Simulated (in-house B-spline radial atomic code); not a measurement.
The manganese ion Mn³⁺: [Ne] 3s2 3p4 3d4 5s1 5f1 (an excited or competing configuration)

Level of theory: non-relativistic Hartree-Fock, average of configuration, point nucleus; calculated with an all-electron radial atomic-structure program (B-spline basis).

Z_r = [3n² - l(l+1)]/(2<r>); Z_e = n√(-2ε); the last column is Slater's effective charge.

```csv
shell,electrons,ε (eV),<r> (bohr),Z_r,Z_e,Slater
1s,2,-6627.1,0.06152,24.38,22.07,24.70
2s,2,-869.88,0.2802,21.41,15.99,20.85
2p,6,-753.13,0.2475,20.20,14.88,20.85
3s,2,-169,0.8283,16.30,10.57,14.45
3p,4,-135.73,0.8549,14.62,9.48,14.45
3d,4,-81.344,0.9072,11.57,7.34,7.95
5s,1,-21.284,4.138,9.06,6.25,5.00
5f,1,-9.5427,7.035,4.48,4.19,4.00
```

The least bound orbital is 5f at -9.543 eV, and it is also the most diffuse (<r> = 7.035 bohr).
